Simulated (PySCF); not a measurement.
# Optical rotation: `[NH3+][C@H]1[C@H](C)CCC1`, [C$_{6}$H$_{14}$N]+, charge +1

Geometry (Å), atoms numbered from 1 in this order:
```xyz
21

C    -1.678   -1.336    0.195
C    -0.722   -0.165    0.365
C    -1.134    1.086   -0.417
C     0.150    1.920   -0.565
C     1.323    0.963   -0.269
C     0.679   -0.419   -0.200
N     1.463   -1.367    0.660
H    -1.733   -1.642   -0.847
H    -2.675   -1.042    0.509
H    -1.385   -2.193    0.800
H    -0.636    0.090    1.426
H    -1.922    1.637    0.089
H    -1.512    0.789   -1.395
H     0.156    2.753    0.134
H     0.224    2.334   -1.567
H     1.770    1.211    0.696
H     2.100    1.026   -1.027
H     0.601   -0.866   -1.194
H     1.589   -0.953    1.594
H     2.388   -1.557    0.257
H     0.946   -2.251    0.756
```

Total charge +1.

Method: TDDFT CAM-B3LYP/def2-SVPD circular dichroism and optical rotation, one conformer, gas phase (PySCF 2.14.0). Geometry: GFN2-xTB.

The molecule is flexible and this is one conformer; a measurement averages over conformers.

Stereocentres: C2 R, C6 R.

Task: Give the optical rotatory dispersion at 633, 589.3, 546, 436, 405, 365, 355 nm.

Result: [α] in deg dm⁻¹ (g/mL)⁻¹:
| λ (nm) | origin-invariant length gauge | modified velocity gauge | length gauge (centre of mass) | isotropic polarisability (au) |
| --- | --- | --- | --- | --- |
| 633 | -19.4 | -18.2 | -19.5 | 73.1 |
| 589.3 | -22.4 | -21.1 | -22.5 | 73.3 |
| 546 | -26.2 | -24.6 | -26.3 | 73.5 |
| 436 | -41.2 | -38.7 | -41.4 | 74.4 |
| 405 | -47.8 | -44.8 | -48.0 | 74.8 |
| 365 | -58.8 | -55.0 | -59.1 | 75.5 |
| 355 | -62.1 | -58.0 | -62.4 | 75.8 |

Task: And for the mirror image at 589.3 nm?

Result: +22.4 deg dm⁻¹ (g/mL)⁻¹ (origin-invariant length gauge): the same size and the opposite sign.

Task: What is the molar rotation [Φ] = [α]·M/100 of the geometry above at 589.3 nm?

Result: With M = 100.19 g/mol, -22.5 deg cm² dmol⁻¹ (origin-invariant length gauge).

The first excitation lies at 8.15 eV (152 nm) with R = +8.3 × 10⁻⁴⁰ esu² cm² (velocity form).
